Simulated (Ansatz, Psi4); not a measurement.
Ansatz (an electronic-structure program) was given this input:
Ansatz 0.2 input:
```yaml
crystal:
  periodic: [false, false, false]
  atoms:
    - {symbol: C, position_ang: [-0.26820563, 1.49953946, 0.44604788]}
    - {symbol: B, position_ang: [-0.01277499, 0.07989247, 0.02288580]}
    - {symbol: C, position_ang: [1.46242388, -0.51063002, 0.01113336]}
    - {symbol: C, position_ang: [-1.21635142, -0.85944276, -0.41893968]}
    - {symbol: H, position_ang: [-1.12464021, 2.07346567, 0.12608431]}
    - {symbol: H, position_ang: [0.38611763, 2.05334733, 1.10212660]}
    - {symbol: H, position_ang: [1.48209708, -1.54982332, 0.33326840]}
    - {symbol: H, position_ang: [2.15045462, 0.05551019, 0.63420997]}
    - {symbol: H, position_ang: [1.86850661, -0.49764805, -0.99999541]}
    - {symbol: H, position_ang: [-2.05209720, -0.29724337, -0.82914460]}
    - {symbol: H, position_ang: [-0.91067401, -1.60495894, -1.14954611]}
    - {symbol: H, position_ang: [-1.60309058, -1.40891194, 0.43911857]}
basis:
  gaussian:
    orbitals: STO-3G
magnetization: {spin_polarized: true, initial_magnetization: 1}
correlation: {method: mp2, electrons: outside_noble_gas}
accuracy: high
```

### Question
Write the same job for Psi4.

### Answer
This is not unique; one that fits is 
```
memory 2 GB

molecule mol {
0 2
C    -0.268206    1.499539    0.446048
B    -0.012775    0.079892    0.022886
C     1.462424   -0.510630    0.011133
C    -1.216351   -0.859443   -0.418940
H    -1.124640    2.073466    0.126084
H     0.386118    2.053347    1.102127
H     1.482097   -1.549823    0.333268
H     2.150455    0.055510    0.634210
H     1.868507   -0.497648   -0.999995
H    -2.052097   -0.297243   -0.829145
H    -0.910674   -1.604959   -1.149546
H    -1.603091   -1.408912    0.439119
}

set {
  basis sto-3g
  reference uhf
  freeze_core true
  mp2_type conv
  scf_type pk
  puream true
  d_convergence 1e-8
}

energy('mp2')
print_variables()
```

Both were run: Ansatz gave -141.394410 Eh and Psi4 -141.394410 Eh, 0.000 mEh apart.
